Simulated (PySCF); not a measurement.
## PbI4, singlet: data card

Level of theory: PBE0 in PySCF with Pb def2-SVP with ECP60, I def2-SVP with ECP28; scalar-relativistic core potentials, no spin–orbit coupling; density-fitted integrals.

The structure is a minimum.

Z-matrix (Å, degrees; charge 0 multiplicity 1):
```
Pb
I  1 2.7729
I  1 2.7729 2 109.47
I  1 2.7729 2 109.47 3 120.00
I  1 2.7729 2 109.47 3 -120.00
```

```json
{"Point group": "Td", "Bond lengths": "Pb–I 2.773 Å (×4)", "Bond angles": "I–Pb–I 109.5° (×6)", "Rotational symmetry number": "12", "Rotational constants": "0.006478, 0.006478, 0.006478 cm⁻¹", "Highest occupied level": "-7.93 eV", "Heat capacity Cp at 298.15 K": "106.2 J/(mol K)", "Atomisation energy without zero-point energy": "807 kJ/mol", "Principal polarisabilities": "173.4, 173.4, 173.4 bohr³", "Entropy at 298.15 K and 1 bar": "466.9 J/(mol K)", "Principal quadrupole moments (Buckingham, traceless) about the centre of mass": "0.00, 0.00, 0.00 D Å", "Lowest empty level": "-4.89 eV", "Zero-point energy": "5.3 kJ/mol", "Dipole moment": "0.00 D", "Enthalpy at 298.15 K above 0 K": "27.54 kJ/mol"}
```

Harmonic modes (masses in u: Pb 207.977, I 126.904):
```
symmetry  ω (cm⁻¹)  IR (km/mol, summed over degenerate members)   μ (u)
       e        34                                          0.0  126.90
      t2        47                                          4.2  140.98
      a1       137                                          0.0  126.90
      t2       179                                         64.1  154.14
```

In Td the vibrations span e + 2t2 + a1. The a1, e modes carry no infrared intensity, as symmetry demands.

Charges (e):
| atom | Mulliken | Löwdin | polar tensor | Mayer order to Pb1 |
| --- | --- | --- | --- | --- |
| Pb1 | 0.47 | -0.06 | 1.71 | – |
| I2,3,4,5 | -0.12 | 0.01 | -0.43 | 0.93 |

Mulliken populations on Pb1 (electrons outside its core potential): s 3.51, p 7.75, d 10.27.

Outer orbital energies (eV). occupied: -8.32, -8.32, -8.16, -8.16, -8.16, -7.93, -7.93, -7.93; empty: -4.89, -1.12, -1.12, -1.12.

Counting electrons, lead keeps none of its valence electrons outside its bonds, so the VSEPR class is AX4 and the expected shape is tetrahedral (Td), as computed.

With an element this heavy the missing spin–orbit coupling can shift these numbers.

The final relaxation and frequency run took 77 s on 4 threads of a shared Arm Neoverse N1 host, with 130 basis functions and 6 gradients; the process peaked at 1.6 GiB. Launch command: `OMP_NUM_THREADS=4 python axn.py task.json out`.
